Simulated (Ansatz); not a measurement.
`C[CH2][Mg][Br]` + NH₃ → `C[CH2][Mg][NH2]` + HBr at 298.15 K and 1 bar (ligand exchange at a Mg–Br bond).

Program: Ansatz. Geometries: PBE0-D4/def2-TZVP. ΔE: electronic, gas phase. CCSD(T)/CBS adds triple-zeta CCSD(T) − MP2 to the extrapolated MP2 energy (def2 sets, frozen cores). This one scheme is used for every species. For Br, Mg outer-core shells are correlated without core-valence functions, which leaves a few kJ/mol of doubt a bond. Scalar relativity is left out up to krypton. Each species was taken in one conformer, which may not be the lowest.

```csv
species,CCSD(T)/CBS energy (Eh),H − E (kJ/mol),S (J/(mol·K))
`C[CH2][Mg][Br]`,-2852.39929,189.5,346.8
NH₃,-56.50880,100.5,192.4
`C[CH2][Mg][NH2]`,-334.92798,252.0,358.6
HBr,-2573.91920,24.6,198.6
```

H − E and S are ideal-gas, rigid-rotor, harmonic terms from PBE0-D4/def2-TZVP, for one conformer and one mirror image of each species. 1 Eh = 2625.50 kJ/mol, R = 8.31446 J/(mol·K).

Problem. By hand: ΔE, ΔH, ΔS and ΔG.

Solution. ΔE = (-334.92798) + (-2573.91920) − (-2852.39929) − (-56.50880) = 0.06091 Eh = 159.9 kJ/mol. Δ(H − E) = 252.0 + 24.6 − 189.5 − 100.5 = -13.4, so ΔH = 146.5 kJ/mol. ΔS = 358.6 + 198.6 − 346.8 − 192.4 = 18.0 J/(mol·K). ΔG = 146.5 − 298.15 × (18.0)/1000 = 141.1 kJ/mol.

Problem. By hand: the equilibrium constant, and the temperature at which ΔG would vanish if ΔH and ΔS stayed fixed.

Solution. log₁₀ K = −ΔG/(RT ln 10) = -24.7. ΔG = 0 at ΔH/ΔS = 8139 K, far beyond where these terms or the molecules hold.

ΔH outweighs TΔS. A doubt of 5 kJ/mol in ΔE shifts log₁₀ K by 0.9 here. Other conformers and mirror images would add mixing entropy, several J/(mol·K) or more a flexible species. Modes under 60 cm⁻¹, often nearly free rotors, make the harmonic entropy too high. These are equilibria of isolated gas molecules and say nothing of rates. Largest T1 diagnostic: 0.009 (customary marks: 0.02 for closed shells, 0.045 for open ones).
